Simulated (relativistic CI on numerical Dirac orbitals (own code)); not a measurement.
# Fe²⁵⁺: sensitivity of the levels to the model

Base calculation: Dirac-Coulomb-Breit CI, KLI orbitals optimised for each configuration, model QED.

Configuration list: 1s, 2s, 2p, 3s, 3p, 3d, 4s, 4p, 4d, 4f, 5s, 5p, 5d, 5f, 5g, 6s, 6p, 6d. Levels of other configurations are missing.

Variants: (1) QED terms removed; (2) non-relativistic limit. Shifts of the energy above 1s ²S1/2, in eV, for the lowest level and the first level of each name with at least 55 % of one term (blank where a level changes its place among those of its configuration and J or its character, or is not in the variant):

| Level | Base | Δ(1) | Δ(2) |
| --- | --- | --- | --- |
| 1s ²S1/2 | 0.00 | 0.00 | 0.00 |
| 2p ²P°1/2 | 6951.98 | +3.91 | -54.01 |
| 2s ²S1/2 | 6952.55 | +3.35 | -54.57 |
| 2p ²P°3/2 | 6973.20 | +3.87 | -75.22 |
| 3p ²P°1/2 | 8246.41 | +3.91 | -71.02 |
| 3s ²S1/2 | 8246.58 | +3.74 | -71.19 |
| 3d ²D3/2 | 8252.68 | +3.91 | -77.30 |
| 3p ²P°3/2 | 8252.70 | +3.89 | -77.31 |
| 3d ²D5/2 | 8254.75 | +3.90 | -79.36 |
| 4p ²P°1/2 | 8698.59 | +3.91 | -76.11 |
| 4s ²S1/2 | 8698.66 | +3.84 | -76.18 |
| 4d ²D3/2 | 8701.24 | +3.91 | -78.75 |
| 4p ²P°3/2 | 8701.24 | +3.90 | -78.76 |
| 4f ²F°5/2 | 8702.10 | +3.91 | -79.62 |
| 4d ²D5/2 | 8702.11 | +3.90 | -79.62 |
| 4f ²F°7/2 | 8702.54 | +3.90 | -80.06 |
| 5p ²P°1/2 | 8907.52 | +3.91 | -78.09 |
| 5s ²S1/2 | 8907.55 | +3.87 | -78.13 |
| 5d ²D3/2 | 8908.87 | +3.91 | -79.45 |
| 5p ²P°3/2 | 8908.87 | +3.90 | -79.45 |
| 5f ²F°5/2 | 8909.31 | +3.91 | -79.89 |
| 5d ²D5/2 | 8909.32 | +3.90 | -79.89 |
